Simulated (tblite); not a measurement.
Record of a relaxation.

Species: C4H13BO2Si.
Bonds: C1–C2, C2–C3, C2–C4, C2–Si5, Si5–B6, B6–O7, B6–O8. Hydrogens: H9, H10, H11 on C1; H12, H13, H14 on C3; H15, H16, H17 on C4; H18, H19 on Si5; H20 on O7; H21 on O8.

Computed with GFN2-xTB (tblite), gas phase: L-BFGS steps from a force-field or distance-geometry start until the largest atomic force falls under 0.01 eV/Å. 8 of its 135 geometries are shown.

Step 0: E = -716.0658 eV, largest atomic force 3.483 eV/Å
```
atom  x, y, z in Å  |  force x, y, z in eV/Å
C1     -1.070   -0.140   -1.483   -1.407   0.252  -1.254
C2     -0.819   -0.077   -0.018   -0.141  -0.300   0.981
C3     -0.995    1.347    0.462   -0.930   1.000  -0.140
C4     -1.840   -0.926    0.723    0.626  -0.982   1.445
Si5     0.835   -0.787    0.499    0.608   0.040  -0.129
B6      2.337    0.253   -0.094    2.578   1.635  -1.301
O7      3.695   -0.290    0.090   -2.199  -0.223  -0.705
O8      2.243    1.577   -0.701    1.547  -1.896   2.479
H9     -2.104   -0.559   -1.601    0.777   0.437  -0.410
H10    -1.074    0.909   -1.859    0.134  -1.041  -0.316
H11    -0.394   -0.784   -2.052   -0.066   0.335   0.105
H12    -2.108    1.549    0.412    1.109   0.104   0.434
H13    -0.599    1.507    1.488   -0.448   0.001  -0.724
H14    -0.538    2.071   -0.247    0.041  -0.433   0.704
H15    -2.879   -0.667    0.486    0.351  -0.154   0.237
H16    -1.637   -2.018    0.558   -0.531   0.911  -0.154
H17    -1.595   -0.787    1.818   -0.913  -0.083  -0.956
H18     0.821   -0.816    1.972    0.034  -0.241   0.084
H19     0.947   -2.134   -0.078   -0.119  -0.341   0.171
H20     3.709   -1.280    0.031   -0.044   1.590   0.386
H21     3.055    2.068   -0.406   -1.006  -0.610  -0.941
```

Step 19: E = -717.2251 eV, largest atomic force 0.147 eV/Å
```
atom  x, y, z in Å  |  force x, y, z in eV/Å
C1     -1.141   -0.178   -1.502    0.025   0.011   0.040
C2     -0.882   -0.091    0.013    0.075  -0.015   0.015
C3     -1.036    1.360    0.479   -0.001  -0.049   0.028
C4     -1.899   -0.959    0.756    0.026   0.045  -0.004
Si5     0.879   -0.725    0.480   -0.037  -0.116   0.007
B6      2.458    0.306   -0.099   -0.001   0.015   0.058
O7      3.719   -0.216   -0.132    0.041   0.052   0.000
O8      2.353    1.613   -0.416    0.008  -0.045  -0.041
H9     -2.157   -0.523   -1.699    0.066   0.068  -0.018
H10    -1.021    0.801   -1.963    0.030  -0.062  -0.038
H11    -0.452   -0.865   -1.992   -0.082  -0.031   0.012
H12    -2.078    1.680    0.422    0.038   0.007  -0.043
H13    -0.706    1.453    1.512   -0.076   0.055   0.042
H14    -0.428    2.031   -0.127   -0.013  -0.055   0.051
H15    -2.922   -0.672    0.512    0.011   0.064  -0.003
H16    -1.774   -2.008    0.495    0.019   0.051   0.062
H17    -1.757   -0.839    1.827   -0.065  -0.124   0.002
H18     0.891   -0.928    1.958   -0.023   0.058  -0.133
H19     0.911   -2.131   -0.012    0.037   0.061   0.008
H20     3.849   -1.126    0.127   -0.065   0.006  -0.037
H21     3.185    2.037   -0.640   -0.014   0.006  -0.008
```

Step 38: E = -717.3270 eV, largest atomic force 0.253 eV/Å
```
atom  x, y, z in Å  |  force x, y, z in eV/Å
C1     -1.093   -0.204   -1.442   -0.066   0.026  -0.073
C2     -0.871   -0.116    0.066    0.000  -0.005   0.049
C3     -1.054    1.333    0.519   -0.026   0.012  -0.021
C4     -1.933   -0.975    0.756    0.060  -0.007   0.016
Si5     0.910   -0.711    0.475    0.019  -0.189   0.167
B6      2.458    0.350   -0.139   -0.050   0.121  -0.051
O7      3.724   -0.159   -0.192   -0.075  -0.058   0.046
O8      2.316    1.640   -0.500    0.042   0.142  -0.009
H9     -2.157   -0.114   -1.671    0.056   0.057  -0.060
H10    -0.562    0.598   -1.953    0.032  -0.100  -0.033
H11    -0.748   -1.165   -1.822   -0.043   0.067  -0.069
H12    -1.998    1.729    0.143   -0.030   0.012   0.031
H13    -1.070    1.393    1.605    0.040   0.025  -0.019
H14    -0.250    1.964    0.145    0.010  -0.002   0.008
H15    -2.933   -0.582    0.546    0.118  -0.053   0.031
H16    -1.886   -2.001    0.394    0.002   0.038   0.074
H17    -1.786   -0.976    1.835   -0.024  -0.052  -0.088
H18     0.931   -0.905    1.948    0.024  -0.001  -0.056
H19     1.055   -2.110   -0.034   -0.109   0.093   0.067
H20     3.813   -1.074    0.065    0.104  -0.004  -0.021
H21     3.125    2.103   -0.743   -0.087  -0.124   0.012
```

Step 57: E = -717.3670 eV, largest atomic force 0.095 eV/Å
```
atom  x, y, z in Å  |  force x, y, z in eV/Å
C1     -1.062   -0.178   -1.452    0.016   0.012   0.072
C2     -0.864   -0.114    0.062    0.009  -0.025   0.058
C3     -1.051    1.331    0.518    0.010   0.015  -0.006
C4     -1.905   -0.995    0.746   -0.044  -0.048   0.001
Si5     0.894   -0.734    0.520    0.051   0.002   0.014
B6      2.416    0.345   -0.135    0.009  -0.017  -0.024
O7      3.697   -0.123   -0.213   -0.013  -0.038  -0.005
O8      2.239    1.630   -0.506    0.072   0.036   0.007
H9     -2.075    0.127   -1.711   -0.024   0.007  -0.051
H10    -0.362    0.488   -1.953    0.004  -0.001  -0.032
H11    -0.903   -1.189   -1.818   -0.009  -0.023  -0.037
H12    -2.007    1.718    0.164   -0.033   0.026   0.029
H13    -1.037    1.399    1.604    0.027   0.011  -0.007
H14    -0.259    1.960    0.119    0.001   0.044   0.016
H15    -2.917   -0.643    0.551   -0.012   0.045  -0.059
H16    -1.825   -2.016    0.386   -0.019  -0.060   0.004
H17    -1.756   -1.006    1.823    0.010   0.012   0.006
H18     0.914   -0.889    1.993    0.010   0.006  -0.002
H19     0.954   -2.140    0.050    0.030  -0.011   0.006
H20     3.855   -1.035    0.023   -0.006   0.045   0.007
H21     3.046    2.082   -0.772   -0.087  -0.039   0.003
```

Step 77: E = -717.3765 eV, largest atomic force 0.029 eV/Å
```
atom  x, y, z in Å  |  force x, y, z in eV/Å
C1     -1.036   -0.171   -1.449   -0.003  -0.003   0.008
C2     -0.855   -0.124    0.069    0.006   0.014   0.004
C3     -1.038    1.319    0.541    0.002   0.009   0.009
C4     -1.927   -0.997    0.720    0.006  -0.001   0.005
Si5     0.900   -0.746    0.547    0.001   0.004  -0.006
B6      2.404    0.338   -0.143   -0.006   0.001   0.011
O7      3.690   -0.111   -0.243   -0.008   0.000  -0.008
O8      2.199    1.618   -0.516   -0.008  -0.009  -0.010
H9     -2.022    0.203   -1.727   -0.006   0.008  -0.003
H10    -0.289    0.445   -1.947    0.004  -0.010   0.008
H11    -0.949   -1.191   -1.817    0.028   0.002  -0.006
H12    -2.028    1.686    0.270    0.013   0.009   0.000
H13    -0.937    1.387    1.623   -0.004  -0.007   0.007
H14    -0.293    1.969    0.088   -0.002  -0.009  -0.004
H15    -2.923   -0.639    0.459   -0.005  -0.013  -0.014
H16    -1.833   -2.028    0.390   -0.014  -0.013  -0.007
H17    -1.833   -0.980    1.802    0.007   0.005   0.016
H18     0.920   -0.864    2.023   -0.006   0.005  -0.009
H19     0.984   -2.163    0.112   -0.005   0.006   0.000
H20     3.869   -1.014    0.010   -0.004   0.001   0.001
H21     2.986    2.081   -0.813    0.003   0.001  -0.003
```

Step 96: E = -717.3777 eV, largest atomic force 0.034 eV/Å
```
atom  x, y, z in Å  |  force x, y, z in eV/Å
C1     -1.017   -0.165   -1.443    0.004  -0.003  -0.017
C2     -0.857   -0.126    0.077    0.014   0.029  -0.004
C3     -1.033    1.316    0.556   -0.007   0.031   0.012
C4     -1.935   -0.999    0.714    0.005  -0.002  -0.006
Si5     0.897   -0.745    0.558    0.015  -0.020   0.014
B6      2.391    0.338   -0.150   -0.006  -0.014   0.000
O7      3.676   -0.112   -0.259   -0.004   0.006   0.001
O8      2.179    1.612   -0.542    0.005  -0.018   0.000
H9     -2.001    0.203   -1.738    0.003   0.001   0.016
H10    -0.265    0.458   -1.925   -0.006   0.002   0.007
H11    -0.912   -1.182   -1.816    0.002   0.001   0.000
H12    -2.017    1.696    0.280    0.008  -0.005   0.001
H13    -0.939    1.376    1.639   -0.012  -0.007  -0.006
H14    -0.279    1.963    0.113   -0.011  -0.016  -0.002
H15    -2.929   -0.651    0.434   -0.011   0.011  -0.005
H16    -1.832   -2.031    0.391   -0.001  -0.025  -0.004
H17    -1.859   -0.976    1.798    0.005   0.002   0.007
H18     0.921   -0.855    2.035   -0.005  -0.005  -0.014
H19     0.983   -2.163    0.123   -0.006   0.010   0.015
H20     3.856   -1.010    0.008    0.002   0.004  -0.004
H21     2.963    2.069   -0.854    0.008   0.016  -0.011
```

Step 115: E = -717.3790 eV, largest atomic force 0.013 eV/Å
```
atom  x, y, z in Å  |  force x, y, z in eV/Å
C1     -0.991   -0.146   -1.436   -0.001   0.000  -0.006
C2     -0.850   -0.122    0.087   -0.003   0.006   0.003
C3     -1.039    1.314    0.575   -0.005   0.008   0.004
C4     -1.936   -1.002    0.702   -0.002  -0.003   0.001
Si5     0.898   -0.749    0.581    0.002  -0.007   0.008
B6      2.383    0.322   -0.165    0.000  -0.001   0.003
O7      3.671   -0.116   -0.283    0.000   0.001   0.008
O8      2.152    1.584   -0.584    0.001  -0.004  -0.003
H9     -1.978    0.209   -1.735    0.003  -0.001  -0.002
H10    -0.245    0.497   -1.899   -0.003  -0.003   0.000
H11    -0.864   -1.156   -1.821   -0.003   0.003   0.001
H12    -2.016    1.694    0.275    0.007   0.006   0.007
H13    -0.975    1.364    1.661   -0.001  -0.003  -0.008
H14    -0.274    1.965    0.156   -0.007  -0.006   0.002
H15    -2.926   -0.653    0.407   -0.002  -0.002   0.001
H16    -1.827   -2.034    0.377    0.000   0.000  -0.006
H17    -1.877   -0.982    1.787    0.003  -0.006   0.000
H18     0.922   -0.838    2.058    0.001   0.008  -0.002
H19     0.970   -2.174    0.172    0.002   0.001   0.001
H20     3.868   -1.005    0.005    0.001  -0.005  -0.003
H21     2.926    2.043   -0.920    0.007   0.008  -0.007
```

Step 134: E = -717.3798 eV, largest atomic force 0.010 eV/Å
```
atom  x, y, z in Å  |  force x, y, z in eV/Å
C1     -0.980   -0.128   -1.433   -0.002  -0.001  -0.007
C2     -0.851   -0.119    0.091   -0.002   0.009  -0.001
C3     -1.051    1.310    0.595   -0.003   0.009   0.004
C4     -1.936   -1.014    0.685   -0.001  -0.003   0.000
Si5     0.898   -0.735    0.596    0.001  -0.002   0.003
B6      2.384    0.312   -0.182    0.001   0.003   0.001
O7      3.671   -0.130   -0.288    0.002   0.001   0.002
O8      2.154    1.563   -0.634   -0.008   0.001   0.000
H9     -1.967    0.224   -1.736   -0.003   0.004   0.001
H10    -0.235    0.523   -1.885    0.001   0.004   0.004
H11    -0.845   -1.133   -1.827    0.002  -0.004  -0.002
H12    -2.025    1.693    0.288    0.002  -0.005   0.002
H13    -1.001    1.345    1.682   -0.001   0.001  -0.002
H14    -0.283    1.968    0.195   -0.003  -0.004  -0.002
H15    -2.926   -0.655    0.406   -0.002   0.001   0.001
H16    -1.831   -2.036    0.328    0.003  -0.006  -0.001
H17    -1.872   -1.029    1.771    0.002   0.003   0.003
H18     0.926   -0.773    2.075   -0.001  -0.003   0.000
H19     0.967   -2.172    0.233    0.004  -0.002  -0.001
H20     3.868   -1.011    0.020    0.000  -0.007   0.001
H21     2.927    2.014   -0.981    0.007   0.000  -0.005
```

Task: Summarise the path.

Result: The energy falls by 30.30 kcal/mol from step 0 to step 134; nine tenths of that is first reached at step 26. It rises by more than 0.2 meV at step 35. The largest force goes from 3.483 to 0.010 eV/Å. Among the bonds B6–O8 changes most, from 1.460 to 1.350 Å; the atoms move by 0.408 Å rms after alignment.

Task: Follow the three bonds and two angles with the largest change from start to end.

Result: 
| step | E above end (kcal/mol) | largest force (eV/Å) | B6–O8 (Å) | B6–O7 (Å) | Si5–B6 (Å) | H18–Si5–H19 (°) | B6–O8–H21 (°) |
| --- | --- | --- | --- | --- | --- | --- | --- |
| 0 | 30.30 | 3.483 | 1.460 | 1.474 | 1.921 | 112.0 | 105.8 |
| 6 | 6.40 | 0.564 | 1.345 | 1.366 | 1.949 | 105.0 | 117.5 |
| 12 | 4.39 | 0.257 | 1.346 | 1.364 | 1.954 | 101.2 | 116.5 |
| 17 | 3.74 | 0.241 | 1.348 | 1.367 | 1.980 | 101.4 | 115.7 |
| 23 | 3.17 | 0.118 | 1.348 | 1.367 | 1.976 | 102.5 | 112.8 |
| 29 | 2.60 | 0.176 | 1.350 | 1.365 | 1.974 | 103.2 | 114.1 |
| 35 | 1.88 | 0.517 | 1.348 | 1.368 | 1.996 | 102.9 | 115.0 |
| 41 | 0.86 | 0.111 | 1.348 | 1.367 | 1.976 | 102.2 | 115.5 |
| 47 | 0.57 | 0.081 | 1.349 | 1.366 | 1.972 | 102.2 | 114.9 |
| 52 | 0.43 | 0.063 | 1.349 | 1.366 | 1.974 | 102.1 | 113.7 |
| 58 | 0.26 | 0.079 | 1.349 | 1.366 | 1.977 | 102.4 | 114.7 |
| 64 | 0.18 | 0.047 | 1.349 | 1.366 | 1.977 | 102.7 | 114.9 |
| 70 | 0.10 | 0.047 | 1.349 | 1.365 | 1.974 | 102.7 | 114.6 |
| 76 | 0.08 | 0.029 | 1.349 | 1.366 | 1.978 | 102.5 | 114.7 |
| 82 | 0.07 | 0.020 | 1.349 | 1.366 | 1.978 | 102.3 | 114.9 |
| 87 | 0.06 | 0.015 | 1.349 | 1.366 | 1.977 | 102.5 | 114.6 |
| 93 | 0.05 | 0.018 | 1.349 | 1.366 | 1.977 | 102.9 | 114.7 |
| 99 | 0.03 | 0.026 | 1.349 | 1.366 | 1.976 | 102.4 | 114.7 |
| 105 | 0.03 | 0.012 | 1.349 | 1.366 | 1.977 | 102.5 | 114.9 |
| 111 | 0.02 | 0.023 | 1.350 | 1.366 | 1.978 | 102.7 | 114.8 |
| 117 | 0.02 | 0.018 | 1.350 | 1.366 | 1.977 | 102.4 | 114.7 |
| 122 | 0.01 | 0.011 | 1.350 | 1.365 | 1.978 | 102.6 | 114.9 |
| 128 | 0.01 | 0.015 | 1.350 | 1.366 | 1.978 | 102.6 | 114.8 |
| 134 | 0.00 | 0.010 | 1.350 | 1.365 | 1.977 | 102.6 | 114.8 |

What follows is the cost of the whole relaxation. Hardware: one thread, Arm Neoverse N1 (aarch64), shared host. Cost: 1.8 s.
